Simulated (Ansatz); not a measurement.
Species: C4H3O2, charge 0, multiplicity 2. It need not be the lowest isomer of its formula. 
Coordinates optimised at B3LYP-D3(BJ)/def2-TZVP (Ansatz, an electronic-structure program):
```
C
O 1 1.3391
H 2 0.9661 1 109.08
O 1 1.3518 2 116.73 3 0.00
C 1 1.3604 2 130.73 3 180.00
H 5 1.0742 1 127.32 2 0.00
C 4 1.4013 1 106.85 2 180.00
C 7 1.3393 4 106.58 1 0.00
H 7 1.0721 8 137.11 5 180.00
```
Charge 0, spin multiplicity 2.

Quantity: atomisation energy (electronic, to ground-state atoms), in eV. Correlated levels leave the core frozen unless marked. Open shells are spin-unrestricted. No spin-orbit coupling. No relativistic terms. The coupled-cluster limit lacks core correlation, which all-electron functionals hold. CBS(X,Y): correlation extrapolated as X^-3; Hartree-Fock from the larger set. The bracket is a focal-point correction in the basis named.

| level | program | atomisation energy (eV) |
|---|---|---|
| HF/cc-pVQZ | Ansatz | 28.74 |
| PBE-D4/def2-TZVPD | Ansatz + dftd4 | 44.39 |
| r2SCAN/def2-TZVPD | Ansatz | 42.63 |
| B97M-V/def2-TZVPD | Ansatz | 42.19 |
| PBE0/def2-SVP | Ansatz | 43.42 |
| PBE0/def2-TZVP | Ansatz | 42.69 |
| CAM-B3LYP/def2-TZVPD | Ansatz | 42.11 |
| MP2/STO-3G | Ansatz | 36.86 |
| MP2/cc-pVTZ | Ansatz | 41.94 |
| SCS-MP2/cc-pVDZ | Ansatz | 38.52 |
| SCS-MP2/cc-pVQZ | Ansatz | 41.81 |
| CCSD(T)/6-31G | Ansatz | 34.43 |
| CCSD(T)/cc-pwCVTZ | Ansatz | 40.71 |
| RI-MP2/CBS(cc-pVTZ,cc-pVQZ)+[CCSD(T)-MP2]/cc-pVDZ | Ansatz | 41.96 |
| CCSD(T)/CBS(cc-pVTZ,cc-pVQZ) | Ansatz | 41.92 |

The UHF reference is spin-contaminated (<S^2> 0.26 over the pure value in the largest basis).
